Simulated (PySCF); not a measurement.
The PySCF input:
```python
from pyscf import gto, scf, dft, tdscf

mol = gto.Mole()
mol.atom = '''
    Si    1.14901986   -0.09535556   -0.12110859
    F     0.85171106    0.65303424   -1.51517779
    S    -0.61044012    0.04217705    1.07871691
    C    -1.86987129   -0.45780547   -0.14381918
    H     1.41003109   -1.46377320   -0.52455972
    H     2.18410401    0.64251902    0.55896347
    H    -2.83452542   -0.33299352    0.33586940
    H    -1.80227425    0.18182248   -1.01769940
    H    -1.72274352   -1.49790522   -0.41700882
'''
mol.basis = '6-31g'
mol.verbose = 4
mol.build()

mf = dft.RKS(mol)
mf.xc = 'blyp'
mf.kernel()
td = mf.TDA()
td.nstates = 5
td.kernel()
td.analyze()
```

Problem. Predict the total energy from BLYP/6-31G, TDA run with PySCF.

Solution. -828.515736 Ha

Problem. Estimate the number of basis functions that BLYP/6-31G, TDA returns for this input.

Solution. 54

Problem. Estimate the HOMO energy that BLYP/6-31G, TDA returns for this input.

Solution. -5.71 eV

Problem. Estimate the dipole moment that BLYP/6-31G, TDA returns for this input.

Solution. 1.48 D
